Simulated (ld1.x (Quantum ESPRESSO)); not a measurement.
bromine: TM pseudisation with LDA (PZ), scalar-relativistic reference atom.

```
Element                 : Br
Generator               : ld1.x (Quantum ESPRESSO) 7.5
Type                    : norm-conserving Troullier–Martins (Kleinman–Bylander form)
Functional              : LDA (PZ)
Relativity              : scalar-relativistic
Frozen core             : [Ar]
Valence charge          : 17
Reference configuration : 3d10 4s1.5 4p5.5
Partial waves           : 4s (bound): rc 1.55 bohr; 4p (bound): rc 1.75 bohr; 3d (bound): rc 1.10 bohr
Local potential         : the d channel
Core correction         : none
```

Problem. Does the generator finish with these settings?

Solution. Yes, a potential is produced and its reference levels are reproduced.

Problem. Estimate the cutoffs (Ry, on a coarse ladder) from which the occupation-weighted sum of valence levels, in a spherical-Bessel basis at the reference potential, stays within 10 and 1 mRy of its value at 400 Ry.

Solution. 260 Ry and over 300 Ry.

Problem. Does the potential have ghost states?

Solution. Ghost states, extra bound levels that the all-electron valence spectrum of the same l lacks: s at -477.5 eV, p at -173.1 eV. A true bound ghost makes a file unfit for plane-wave use.

Problem. Which valence shell sets the plane-wave cutoff?

Solution. 3d: its level needs 260 Ry to come within 1 mRy, against 55 Ry for 4s.

Problem. Tests: 3d10 4s2 4p5; 3d10 4s2 4p4; 3d10 4s2 4p3; 3d10 4s2 4p4.5; 3d9 4s2 4p6; 3d10 4s1 4p6; 3d9 4s2 4p5. Which has the largest error in its energy relative to the reference configuration, and how large is it?

Solution. 3d9 4s2 4p6, with -561 meV (all-electron minus pseudo) on +58.28 eV.
